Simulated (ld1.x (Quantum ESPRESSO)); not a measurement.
## Reading a pseudo-wave (Au)

Columns: radius, all-electron u(r) and pseudo u(r) of the 5d shell (level -21.15 eV) of gold in the configuration [Kr] 4d10 4f14 5s2 5p6 5d9.5 6s0 6p0; PBE, scalar-relativistic, TM scheme, ld1.x (Quantum ESPRESSO) 7.5.

```json
{"r (bohr)": "0.080", "all-electron": "0.2547", "pseudo": "0.0014"}
{"r (bohr)": "0.160", "all-electron": "0.1507", "pseudo": "0.0110"}
{"r (bohr)": "0.240", "all-electron": "-0.2117", "pseudo": "0.0356"}
{"r (bohr)": "0.320", "all-electron": "-0.4117", "pseudo": "0.0794"}
{"r (bohr)": "0.400", "all-electron": "-0.3881", "pseudo": "0.1435"}
{"r (bohr)": "0.480", "all-electron": "-0.2224", "pseudo": "0.2256"}
{"r (bohr)": "0.560", "all-electron": "0.0003", "pseudo": "0.3214"}
{"r (bohr)": "0.640", "all-electron": "0.2252", "pseudo": "0.4252"}
{"r (bohr)": "0.720", "all-electron": "0.4239", "pseudo": "0.5308"}
{"r (bohr)": "0.800", "all-electron": "0.5852", "pseudo": "0.6322"}
{"r (bohr)": "0.880", "all-electron": "0.7075", "pseudo": "0.7228"}
{"r (bohr)": "0.960", "all-electron": "0.7936", "pseudo": "0.7967"}
{"r (bohr)": "1.040", "all-electron": "0.8488", "pseudo": "0.8490"}
{"r (bohr)": "1.120", "all-electron": "0.8786", "pseudo": "0.8786"}
{"r (bohr)": "1.200", "all-electron": "0.8884", "pseudo": "0.8884"}
{"r (bohr)": "1.280", "all-electron": "0.8830", "pseudo": "0.8830"}
{"r (bohr)": "1.360", "all-electron": "0.8663", "pseudo": "0.8663"}
{"r (bohr)": "1.440", "all-electron": "0.8413", "pseudo": "0.8413"}
{"r (bohr)": "1.520", "all-electron": "0.8107", "pseudo": "0.8107"}
{"r (bohr)": "1.600", "all-electron": "0.7763", "pseudo": "0.7763"}
{"r (bohr)": "1.680", "all-electron": "0.7397", "pseudo": "0.7397"}
{"r (bohr)": "1.760", "all-electron": "0.7018", "pseudo": "0.7018"}
{"r (bohr)": "1.840", "all-electron": "0.6636", "pseudo": "0.6636"}
{"r (bohr)": "1.920", "all-electron": "0.6257", "pseudo": "0.6257"}
{"r (bohr)": "2.000", "all-electron": "0.5885", "pseudo": "0.5885"}
{"r (bohr)": "2.080", "all-electron": "0.5524", "pseudo": "0.5524"}
```

(1) How many radial nodes do the two functions have?

(2) At about which radius was the pseudo-wave matched?

(3) Is the pseudo-wave norm-conserving?

Answers

(1) The all-electron 5d function has n − l − 1 = 2; the pseudo-wave has 0, since the states of the same l below it are removed with the core.

(2) 1.15 bohr. The columns agree to 0.0005 from 1.04 bohr on; several derivatives are matched, so the curves merge somewhat inside the radius.

(3) Yes: the TM scheme keeps the norm inside the radius equal to the all-electron one, which fixes the energy derivative of the logarithmic derivative at the level.
